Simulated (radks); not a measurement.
Results of a calculation; reference values are marked as such.
Excited configurations of Ce IV: one electron is placed in a higher orbital outside [Xe]. The ground configuration is [Xe] 4f1. Level of theory: Dirac Kohn-Sham, PBE, spin-unpolarised, spherical densities, point nucleus; open shells fill j = l - 1/2 first (a radial shooting solver on a logarithmic mesh with Libxc functionals). Excitation = E - E(ground); binding = E(ion) - E, where the ion is the core of charge +4; n* = 4/sqrt(2 binding) in atomic units, and the quantum defect is n - n*.

| outer orbital | excitation (eV) | binding (eV) | eigenvalue (eV) | <r> (bohr) |
|---|---|---|---|---|
| 5d3/2 | 7.299 | 30.591 | -25.645 | 2.228 |
| 6s1/2 | 11.671 | 26.219 | -22.953 | 3.259 |
| 6p1/2 | 16.079 | 21.811 | -19.003 | 3.683 |
| 6d3/2 | 22.746 | 15.144 | -13.227 | 4.880 |
| 6f5/2 | 28.507 | 9.383 | -8.142 | 7.381 |
| 7p1/2 | 25.243 | 12.647 | -11.240 | 6.442 |
| 7d3/2 | 28.319 | 9.571 | -8.458 | 8.070 |

The Delta-SCF ionisation energy is 37.890 eV (NIST Atomic Spectra Database: 36.91 eV, semi-empirical). Self-interaction in the functional shifts the binding energies and quantum defects, so they are the method's values and not measured ones. Spin polarisation and multiplet splitting are left out, so open shells lie too high by an amount that depends on their filling.

Beside tabulated values, note that spin-unpolarised runs miss the spin-polarisation part of the exchange energy of open shells.
